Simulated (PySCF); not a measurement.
Calculated NMR data

- GIAO PBE0/pcSseg-1 shieldings
- coordinates at the GFN2-xTB level
- code: PySCF 2.14
- a single conformation, fast rotation and ring inversion assumed for equivalent nuclei, in vacuum, non-relativistic Hamiltonian

Referencing at the same level of theory: TMS for 1H (σref 31.72) and 13C (σref 186.93). Splittings of carbon signals by F and P are missing where no couplings were computed. Where no couplings were computed, multiplicities follow the n + 1 count of equivalent neighbours, and m marks all less simple cases (inequivalent or close neighbours, rings, F or P nearby). Shifts are as computed. Against solution values, carbons near 30 ppm lie about +3 ppm off and those near 130 ppm about +5 ppm. Of 1211 compounds with measured shifts, 218 miss one by over three times the rms of a fit or turn the order of signals round; such compounds aren't used in these exercises.

**1.** SMILES C[C@@H]1CCC[P@@H](=O)[C@@H]1C, C₇H₁₅OP. 1H NMR (500 MHz, computed): δ 7.28 (m, 1H), 2.23 (m, 1H), 1.96 (m, 1H), 1.76 (m, 1H), 1.66 (m, 1H), 1.66 (m, 1H), 1.63 (m, 1H), 1.57 (m, 1H), 1.52 (m, 1H), 1.41 (m, 3H), 0.95 (d, 3H). 13C{1H} NMR (computed): δ 42.8, 38.4, 37.3, 34.3, 19.6, 16.6, 15.0.

**2.** `C=C[P@@](C)(=O)C(C)(C)C`, C₇H₁₅OP. 1H NMR (500 MHz, computed): δ 6.87 (m, 1H), 6.68 (m, 1H), 6.46 (m, 1H), 1.31 (m, 3H), 1.12 (m, 9H). 13C{1H} NMR (computed): δ 144.3 (CH2), 139.9 (CH), 36.5 (C), 24.8 (CH3), 13.7 (CH3).

**3.** `FC(F)(F)[C@]1(F)COCCO1`, C₅H₆F₄O₂. 1H NMR (500 MHz, computed): δ 4.63 (m, 1H), 4.28 (m, 1H), 3.98 (m, 1H), 3.92 (m, 1H), 3.83 (m, 1H), 3.76 (m, 1H). 13C{1H} NMR (computed): δ 129.5, 109.3, 70.1, 68.6, 65.7.

**4.** SMILES CCCP1CCOCC1, C₇H₁₅OP. 1H NMR (500 MHz, computed): δ 3.96 (m, 4H), 1.48 (m, 4H), 1.38 (m, 2H), 1.36 (m, 2H), 1.11 (t, 3H). 13C{1H} NMR (computed): δ 70.4 (CH2), 41.9 (CH2), 32.5 (CH2), 23.1 (CH2), 19.2 (CH3).

**5.** SMILES C(OC)CP(C)C, C₅H₁₃OP. 1H NMR (500 MHz, computed): δ 3.55 (m, 2H), 3.47 (s, 3H), 1.53 (m, 2H), 0.96 (m, 6H). 13C{1H} NMR (computed): δ 74.0 (CH2), 60.7 (CH3), 39.6 (CH2), 20.6 (CH3).
